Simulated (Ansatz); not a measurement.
The cluster Li3Br3⁻, relaxed as a doublet with UKS r2SCAN-D4/def2-SVPD in Ansatz, starting from the GFN1-xTB geometry. Force threshold 0.02 eV/Å.

The structure comes from a short search, and lower isomers may exist.

Start:

```xyz
6

Li    0.451   -0.544   -1.240
Li   -0.303   -1.864    0.616
Li   -0.257    1.117    0.880
Br   -0.817    2.510    2.579
Br    0.591    1.767   -1.473
Br    0.334   -2.987   -1.363
```

```json
{"step": "1", "energy (eV)": "-210736.0429", "largest force component (eV/Å)": "0.781", "SCF passes": "15"}
{"step": "2", "energy (eV)": "-210736.2899", "largest force component (eV/Å)": "0.241", "SCF passes": "21"}
{"step": "3", "energy (eV)": "-210736.3369", "largest force component (eV/Å)": "0.172", "SCF passes": "21"}
{"step": "4", "energy (eV)": "-210736.3578", "largest force component (eV/Å)": "0.055", "SCF passes": "18"}
{"step": "5", "energy (eV)": "-210736.3634", "largest force component (eV/Å)": "0.038", "SCF passes": "18"}
{"step": "6", "energy (eV)": "-210736.3731", "largest force component (eV/Å)": "0.052", "SCF passes": "21"}
{"step": "7", "energy (eV)": "-210736.3800", "largest force component (eV/Å)": "0.036", "SCF passes": "21"}
{"step": "8", "energy (eV)": "-210736.3884", "largest force component (eV/Å)": "0.036", "SCF passes": "20"}
{"step": "9", "energy (eV)": "-210736.3992", "largest force component (eV/Å)": "0.055", "SCF passes": "17"}
{"step": "10", "energy (eV)": "-210736.4123", "largest force component (eV/Å)": "0.071", "SCF passes": "22"}
{"step": "11", "energy (eV)": "-210736.4262", "largest force component (eV/Å)": "0.084", "SCF passes": "22"}
{"step": "12", "energy (eV)": "-210736.4430", "largest force component (eV/Å)": "0.031", "SCF passes": "22"}
{"step": "13", "energy (eV)": "-210736.4557", "largest force component (eV/Å)": "0.059", "SCF passes": "22"}
{"step": "14", "energy (eV)": "-210736.4642", "largest force component (eV/Å)": "0.024", "SCF passes": "21"}
{"step": "15", "energy (eV)": "-210736.4701", "largest force component (eV/Å)": "0.033", "SCF passes": "17"}
{"step": "16", "energy (eV)": "-210736.4734", "largest force component (eV/Å)": "0.041", "SCF passes": "18"}
{"step": "17", "energy (eV)": "-210736.4749", "largest force component (eV/Å)": "0.022", "SCF passes": "21"}
{"step": "18", "energy (eV)": "-210736.4753", "largest force component (eV/Å)": "0.013", "SCF passes": "17"}
```

Force components are those of the run's own axes.

End:

```xyz
6

Li    0.328   -0.870   -1.024
Li   -0.181   -4.390   -0.027
Li   -0.260    2.722    1.066
Br   -0.826    4.102    2.797
Br    0.394    1.490   -0.899
Br    0.545   -3.054   -1.913
```

Bonds lost: Li2–Li3 (atoms count from 1). Metal–metal contacts that move far: Li1–Li3 2.78 to 4.20 Å, Li1–Li2 2.40 to 3.69 Å. The end is the same structure that another start reached.

No frequencies were taken in this run, so the end may be a saddle point.

It took 1.7 min on 4 threads of Arm Neoverse V2 on a shared host.
